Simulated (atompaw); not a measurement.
**Which change was made? (B, PAW (atompaw))**

```
Element                 : boron
Generator               : atompaw 4.2.0.5
Type                    : PAW
Functional              : PBEsol
Relativity              : scalar-relativistic
Frozen core             : [He]
Valence charge          : 3
Reference configuration : 2s1.5 2p1.5
Partial waves           : 2s (bound): rc 3.00 bohr; 2s channel at 3.4 Ry: rc 1.05 bohr; 2p (bound): rc 3.00 bohr; 2p channel at 1.75 Ry: rc 3.00 bohr; 3d channel at 0.35 Ry: rc 3.00 bohr; 3d channel at 2.25 Ry: rc 3.00 bohr
Local potential         : bessel scheme, radius 2.60 bohr
Core correction         : smooth core density matched at 2.00 bohr
Augmentation charge     : sinc compensation charge, radius 2.20 bohr; PAW radius 3.00 bohr; waves and projectors: custom polynom gramschmidtortho
```

Cutoffs, loose and tight: the cutoffs (Ry, on a coarse ladder) from which the occupation-weighted sum of valence levels, in a spherical-Bessel basis at the reference potential, stays within 10 and 1 mRy of its value at 400 Ry. They see the waves, projectors and local potential, not the compensation charge or the core.

The base gives: outcome: generated; cutoff, loose: 6 Ry; cutoff, tight: 8 Ry; bound ghosts: none.

(1) After one change the result is: outcome: failed: atompaw: The overlap operator has at least one negative eigenvalue!. Which change was it?
A. all radii scaled by about 1.28 (s 3.84, p 3.84, d 3.84 bohr); local potential bessel scheme, radius 3.34 bohr; augmentation sinc compensation charge, radius 2.82 bohr; PAW radius 3.84 bohr; waves and projectors: custom polynom gramschmidtortho; core correction smooth core density matched at 2.56 bohr
B. all radii scaled by about 0.85 (s 2.54, p 2.54, d 2.54 bohr); local potential bessel scheme, radius 2.20 bohr; augmentation sinc compensation charge, radius 1.86 bohr; PAW radius 2.54 bohr; waves and projectors: custom polynom gramschmidtortho; core correction smooth core density matched at 1.70 bohr
C. all radii scaled by about 1.11 (s 3.32, p 3.32, d 3.32 bohr); local potential bessel scheme, radius 2.88 bohr; augmentation sinc compensation charge, radius 2.44 bohr; PAW radius 3.32 bohr; waves and projectors: custom polynom gramschmidtortho; core correction smooth core density matched at 2.20 bohr

## Answers

(1) A. The others give: all radii scaled by about 0.85 (s 2.54, p 2.54, d 2.54 bohr); local potential bessel scheme, radius 2.20 bohr; augmentation sinc compensation charge, radius 1.86 bohr; PAW radius 2.54 bohr; waves and projectors: custom polynom gramschmidtortho; core correction smooth core density matched at 1.70 bohr → outcome: generated; cutoff, loose: 8 Ry; cutoff, tight: 10 Ry; bound ghosts: none | all radii scaled by about 1.11 (s 3.32, p 3.32, d 3.32 bohr); local potential bessel scheme, radius 2.88 bohr; augmentation sinc compensation charge, radius 2.44 bohr; PAW radius 3.32 bohr; waves and projectors: custom polynom gramschmidtortho; core correction smooth core density matched at 2.20 bohr → outcome: generated; cutoff, loose: 6 Ry; cutoff, tight: 6 Ry; bound ghosts: s.
